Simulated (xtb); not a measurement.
F₃Lu, triplet, at a GFN2-xTB geometry (such geometries of metal compounds can be far from the true shape) (the multiplicity is a formal guess), atoms displaced at random by about 0.1 Å a coordinate; GFN2-xTB (xtb 6.7.1).

The xtb input:
```
$ xtb mol.xyz --gfn 2 --uhf 2 --opt lax --json

# file mol.xyz
4

Lu     0.15442776     0.03240084    -0.06534164
F     -1.71894850    -1.15643308    -0.05901635
F      0.04606797     1.86178771    -0.66528256
F      1.59614307    -0.76111378     0.79090614
```

It wrote (shortened):

```
   ID    Z sym.   atoms
    1   71 Lu     1
    2    9 F      2-4

           -------------------------------------------------
          |                Calculation Setup                |
           -------------------------------------------------

           -------------------------------------------------
          |                 G F N 2 - x T B                 |
           -------------------------------------------------

          ...................................................
          :                      SETUP                      :
          :.................................................:
          :  # basis functions                  22          :
          :  # atomic orbitals                  21          :
          :  # shells                            9          :
          :  # electrons                        24          :
          :  max. iterations                   250          :
          :  Hamiltonian                  GFN2-xTB          :
          :  restarted?                      false          :
          :  GBSA solvation                  false          :
          :  PC potential                    false          :
          :  electronic temp.          300.0000000     K    :
          :  accuracy                    1.0000000          :
          :  -> integral cutoff          0.2500000E+02      :
          :  -> integral neglect         0.1000000E-07      :
          :  -> SCF convergence          0.1000000E-05 Eh   :
          :  -> wf. convergence          0.1000000E-03 e    :
          :  Broyden damping             0.4000000          :
          :  net charge                          0          :
          :  unpaired electrons                  2          :
          ...................................................

 iter      E             dE          RMSdq      gap      omega  full diag
   1      2.0315378  0.203154E+01  0.541E+01    0.08       0.0  T
   2    -13.9645312 -0.159961E+02  0.220E+01    0.15       1.0  T
   3    -14.3775304 -0.412999E+00  0.180E+01    0.12       1.0  T
   4    -14.5522053 -0.174675E+00  0.170E+01    0.08       1.0  T
   5    -14.6132968 -0.610915E-01  0.166E+01    0.07       1.0  T
   6    -14.6311422 -0.178455E-01  0.151E+01    0.06       1.0  T
   7    -15.0277487 -0.396606E+00  0.952E+00    0.22       1.0  T
   8    -15.0202378  0.751090E-02  0.968E+00    0.22       1.0  T
   9    -15.0712850 -0.510473E-01  0.924E+00    0.21       1.0  T
  10    -15.0051073  0.661777E-01  0.106E+01    0.24       1.0  T
  11    -15.0230134 -0.179061E-01  0.997E+00    0.23       1.0  T
  12    -14.6169389  0.406074E+00  0.121E+01    0.21       1.0  T
  13    -14.9337538 -0.316815E+00  0.117E+01    0.12       1.0  T
  14    -14.8555863  0.781675E-01  0.135E+01    0.09       1.0  T
  15    -14.9299641 -0.743778E-01  0.152E+01    0.06       1.0  T
  16    -14.9292242  0.739980E-03  0.151E+01    0.06       1.0  T
  17     -9.9284295  0.500079E+01  0.323E+01    0.15       1.0  T
  18    -11.9072439 -0.197881E+01  0.274E+01    0.32       1.0  T
  19    -12.3994395 -0.492196E+00  0.262E+01    0.37       1.0  T
  20    -13.1697024 -0.770263E+00  0.245E+01    0.45       1.0  T
  21    -13.0016678  0.168035E+00  0.248E+01    0.44       1.0  T
  22    -11.1459185  0.185575E+01  0.285E+01    0.26       1.0  T
  23    -14.2595893 -0.311367E+01  0.196E+01    0.44       1.0  T
  24    -14.6363089 -0.376720E+00  0.169E+01    0.40       1.0  T
  25    -14.6115301  0.247788E-01  0.169E+01    0.38       1.0  T
  26    -14.8191286 -0.207598E+00  0.156E+01    0.30       1.0  T
  27    -14.8118025  0.732606E-02  0.148E+01    0.33       1.0  T
  28    -14.9793623 -0.167560E+00  0.120E+01    0.28       1.0  T
  29    -14.7460124  0.233350E+00  0.106E+01    0.56       1.0  T
  30    -14.6761214  0.698910E-01  0.107E+01    0.62       1.0  T
  31    -14.7622364 -0.861151E-01  0.988E+00    0.61       1.0  T
  32    -15.0475833 -0.285347E+00  0.795E+00    0.60       1.0  T
  33    -15.0974077 -0.498244E-01  0.749E+00    0.69       1.0  T
  34    -14.8894521  0.207956E+00  0.925E+00    0.72       1.0  T
  35    -14.8522670  0.371850E-01  0.106E+01    0.76       1.0  T
  36    -14.9958833 -0.143616E+00  0.105E+01    0.81       1.0  T
  37    -14.9221810  0.737024E-01  0.105E+01    0.80       1.0  T
  38    -15.0577134 -0.135532E+00  0.944E+00    0.79       1.0  T
  39    -15.1081062 -0.503928E-01  0.849E+00    0.77       1.0  T
  40    -15.0291519  0.789542E-01  0.883E+00    0.76       1.0  T
  41    -15.1014298 -0.722778E-01  0.826E+00    0.76       1.0  T
  42    -15.0543063  0.471235E-01  0.857E+00    0.76       1.0  T
  43    -15.0828377 -0.285314E-01  0.810E+00    0.74       1.0  T
  44    -15.1016505 -0.188129E-01  0.772E+00    0.74       1.0  T
  45    -15.0970571  0.459344E-02  0.758E+00    0.72       1.0  T
  46    -15.1374233 -0.403662E-01  0.695E+00    0.71       1.0  T
  47    -15.1196384  0.177849E-01  0.689E+00    0.69       1.0  T
  48    -15.1503774 -0.307389E-01  0.632E+00    0.68       1.0  T
  49    -15.1342005  0.161769E-01  0.621E+00    0.66       1.0  T
  50    -15.1659304 -0.317299E-01  0.555E+00    0.64       1.0  T
  51    -15.1528288  0.131016E-01  0.532E+00    0.62       1.0  T
  52    -15.1853762 -0.325474E-01  0.454E+00    0.59       1.0  T
  53    -15.1749214  0.104548E-01  0.427E+00    0.57       1.0  T
  54    -15.2012465 -0.263251E-01  0.364E+00    0.55       1.0  T
  55    -15.1923884  0.885811E-02  0.358E+00    0.54       1.0  T
  56    -15.1881861  0.420228E-02  0.364E+00    0.54       1.0  T
  57    -15.2133549 -0.251689E-01  0.297E+00    0.52       1.0  T
  58    -15.2235113 -0.101564E-01  0.261E+00    0.50       1.0  T
  59    -15.2095591  0.139522E-01  0.294E+00    0.50       1.0  T
  60    -15.1972339  0.123252E-01  0.325E+00    0.51       1.0  T
  61    -15.1916769  0.555695E-02  0.338E+00    0.52       1.0  T
  62    -15.2230317 -0.313548E-01  0.267E+00    0.52       1.0  T
[...]
 * total energy  :   -15.2471000 Eh     change       -0.3437347E-02 Eh
 * total energy  :   -15.2483011 Eh     change       -0.1201040E-02 Eh
 * total energy  :   -15.2637538 Eh     change       -0.1545279E-01 Eh
 * total energy  :   -15.2633273 Eh     change        0.4265762E-03 Eh
 * total energy  :   -15.2699218 Eh     change       -0.6594527E-02 Eh
 * total energy  :   -15.2703890 Eh     change       -0.4671719E-03 Eh
 * total energy  :   -15.2716354 Eh     change       -0.1246391E-02 Eh
 * total energy  :   -15.2721930 Eh     change       -0.5576712E-03 Eh
 * total energy  :   -15.2724503 Eh     change       -0.2572728E-03 Eh
 * total energy  :   -15.2725345 Eh     change       -0.8420064E-04 Eh
 * total energy  :   -15.2726240 Eh     change       -0.8952866E-04 Eh
 * total energy  :   -15.2726526 Eh     change       -0.2859756E-04 Eh
 * total energy  :   -15.2726590 Eh     change       -0.6388594E-05 Eh
   *** GEOMETRY OPTIMIZATION CONVERGED AFTER 16 ITERATIONS ***
[...]
          :  -> integral neglect         0.1000000E-07      :
          :  -> SCF convergence          0.1000000E-05 Eh   :
          :  -> wf. convergence          0.1000000E-03 e    :
          :  Broyden damping             0.4000000          :
          :  net charge                          0          :
          :  unpaired electrons                  2          :
          ...................................................

 iter      E             dE          RMSdq      gap      omega  full diag
   1    -15.2751884 -0.152752E+02  0.499E-05    2.51       0.0  T
   2    -15.2751884  0.591115E-08  0.965E-04    2.51      51.8  T
   3    -15.2751884 -0.592612E-08  0.867E-06    2.51    5765.5  T

   *** convergence criteria satisfied after 3 iterations ***

 transition dipole moment (au) for excitation:          12          13
     X       Y       Z
   0.3283   0.0913   0.0640  total (au/Debye):    0.347   0.881
 dE (eV)             :    3.485
 oscillator strength :  0.14513E-01

         :::::::::::::::::::::::::::::::::::::::::::::::::::::
         ::                     SUMMARY                     ::
         :::::::::::::::::::::::::::::::::::::::::::::::::::::
         :: total energy             -15.272659015654 Eh    ::
         :: gradient norm              0.000902215153 Eh/a0 ::
         :: HOMO-LUMO gap              2.510798569108 eV    ::
         ::.................................................::
         :: SCC energy               -15.275188235164 Eh    ::
         :: -> isotropic ES            0.038970696794 Eh    ::
         :: -> anisotropic ES         -0.001467146805 Eh    ::
         :: -> anisotropic XC         -0.004240456350 Eh    ::
         :: -> dispersion             -0.001249385968 Eh    ::
         :: repulsion energy           0.002529219510 Eh    ::
         :: add. restraining           0.000000000000 Eh    ::
         :: total charge              -0.000000000000 e     ::
         :::::::::::::::::::::::::::::::::::::::::::::::::::::

           -------------------------------------------------
          |                Property Printout                |
           -------------------------------------------------

    * Orbital Energies and Occupations

         #    Occupation            Energy/Eh            Energy/eV
      -------------------------------------------------------------
         1        2.0000           -0.8576200             -23.3370
         2        2.0000           -0.8356795             -22.7400
         3        2.0000           -0.8352429             -22.7281
         4        2.0000           -0.5388913             -14.6640
         5        2.0000           -0.5166533             -14.0589
         6        2.0000           -0.5164814             -14.0542
         7        2.0000           -0.5155450             -14.0287
         8        1.9677           -0.5090689             -13.8525
         9        1.9674           -0.5090584             -13.8522
        10        1.8101           -0.5072158             -13.8020
        11        1.6343           -0.5063605             -13.7788
        12        1.6205           -0.5063046             -13.7772
        13        1.0000           -0.3782303             -10.2922 (HOMO)
        14                         -0.2859601              -7.7814 (LUMO)
        15                         -0.2839297              -7.7261
        16                         -0.2839245              -7.7260
        17                         -0.2760991              -7.5130
        18                         -0.2756587              -7.5011
        19                          0.1051818               2.8621
        20                          0.1096286               2.9831
        21                          0.3829323              10.4201
      -------------------------------------------------------------
                  HL-Gap            0.0922701 Eh            2.5108 eV
             Fermi-level           -0.4189663 Eh          -11.4007 eV

     #   Z          covCN         q      C6AA      α(0)
     1  71 Lu       1.893     0.751   235.609    32.677
     2   9 F        0.631    -0.249    11.788     4.051
     3   9 F        0.631    -0.252    11.821     4.057
     4   9 F        0.631    -0.249    11.790     4.052

 Mol. C6AA /au·bohr⁶  :        619.314871
 Mol. C8AA /au·bohr⁸  :      60788.930288
 Mol. α(0) /au        :         44.836997

Wiberg/Mayer (AO) data.
largest (>0.10) Wiberg bond orders for each atom

 ---------------------------------------------------------------------------
     #   Z sym  total        # sym  WBO       # sym  WBO       # sym  WBO
 ---------------------------------------------------------------------------
     1  71 Lu   2.034 --     3 F    0.682     2 F    0.677     4 F    0.676
     2   9 F    0.785 --     1 Lu   0.677
     3   9 F    0.786 --     1 Lu   0.682
     4   9 F    0.783 --     1 Lu   0.676
 ---------------------------------------------------------------------------

Topologies differ in total number of bonds
Writing topology from bond orders to xtbtopo.mol

molecular dipole:
                 x           y           z       tot (Debye)
 q only:        0.519      -0.635      -1.713
   full:        0.421      -0.506      -1.389       3.906
molecular quadrupole (traceless):
                xx          xy          yy          xz          yz          zz
 q only:       -2.315      -0.848      -2.052      -2.346       2.808       4.367
  q+dip:       -1.700      -0.616      -1.513      -1.741       2.072       3.213
   full:       -0.559      -0.200      -0.537      -0.662       0.774       1.096

optimized geometry written to: xtbopt.xyz

           -------------------------------------------------
          | TOTAL ENERGY              -15.272659015654 Eh   |
          | GRADIENT NORM               0.000902215153 Eh/α |
          | HOMO-LUMO GAP               2.510798569108 eV   |
           -------------------------------------------------

normal termination of xtb
```
